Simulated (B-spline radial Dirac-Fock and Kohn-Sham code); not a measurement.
**Core-level shifts of technetium with charge state**

Level of theory: multi-electron Dirac-Fock with separately optimised hole states, Breit and Lamb-shift corrections added in first order; an atomic code on a B-spline grid. Each ion is free and in its tabulated ground configuration. The model has no electron correlation.

Reference: Tc³⁷⁺, [He] 2s2 2p2, with 1s 23994.4 eV. Shifts from it, in eV (a dash: the subshell is empty, belongs to an open shell averaged over j, or its hole state is left out as unreliable):

```
  ion  configuration       1s
Tc³⁸⁺   [He] 2s2 2p1   +264.4
Tc³⁹⁺       [He] 2s2   +533.2
Tc⁴⁰⁺       [He] 2s1        –
Tc⁴¹⁺            1s2        ?
Tc⁴²⁺            1s1  +1792.8
```

Question: Give the missing shifts for Tc⁴¹⁺.

Answer: 1s +1008.1 (eV).

Values without a named source are computed, but for edge energies of neutral atoms, which are taken from tables.
